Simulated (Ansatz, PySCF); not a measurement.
Gas-phase reaction in SMILES: FB(F)[SiH2] → B([SiH2-])(F)F (an electron is taken up)

Quantity: adiabatic electron affinity (0 K, with zero-point energies), in eV. Positive where the reaction releases energy. Set-up: 6-31G* and kin with 6d, 5d where marked; open shells spin-unrestricted; spin-orbit terms left out; non-relativistic; no dispersion term unless named; LANL2DZ with its own core potentials from Na on; 6-311+G** with 5d, 6d on Na to Ar in Ansatz (an electronic-structure program); frozen cores in correlated levels. CBS marks a two-point X^-3 extrapolation of the correlation energy; Hartree-Fock from the larger set. First-principles rows: single points at B3LYP-D3(BJ) geometries (Ansatz), with unscaled harmonic terms from B3LYP/6-31G* (Ansatz) at its own minima. Sets without +, aug- or the D of def2-TZVPD hold no diffuse functions, which anions need.

Coupled cluster (Ansatz) is a level with limits of its own, used here on species with T1 under 0.025 (0.045 for open shells) and stable references: CCSD(T)/CBS(aug-cc-pV(T+d)Z,aug-cc-pV(Q+d)Z).

Value to compare with, CCSD(T)/CBS(aug-cc-pV(T+d)Z,aug-cc-pV(Q+d)Z) (Ansatz): 1.89 eV.

```
level               program  adiabatic electron affinity (0 K, with zero-point energies) (eV)  difference
------------------  -------  ----------------------------------------------------------------  ----------
SVWN5/6-31G*         Ansatz                                                              1.62       -0.27
PBE/6-31G*           Ansatz                                                              1.46       -0.43
B3LYP/6-31G*         Ansatz                                                              1.50       -0.39
B3LYP/6-31+G*        Ansatz                                                              1.91        0.02
MP2/LANL2DZ          Ansatz                                                              1.33       -0.56
MP2/6-311+G**        Ansatz                                                              1.52       -0.37
B3PW91/6-31G* (5d)    PySCF                                                              1.51       -0.38
PBE/def2-TZVPD       Ansatz                                                              1.84       -0.05
```

Among the 7 habitual levels, MP2/LANL2DZ lies farthest from CCSD(T)/CBS(aug-cc-pV(T+d)Z,aug-cc-pV(Q+d)Z) (Ansatz) (-0.56 eV) and B3LYP/6-31+G* nearest (0.02); 1 of 7 lie above it, and their mean absolute difference is 0.35 eV, the median 0.38. One case shows no general order.

The levels are drawn from those run, B3LYP/6-31G* more often than the rest, none by its result; left out are runs that failed, that the program found above a lower state of the same kind, or whose <S^2> lies over 0.5 above the pure value.
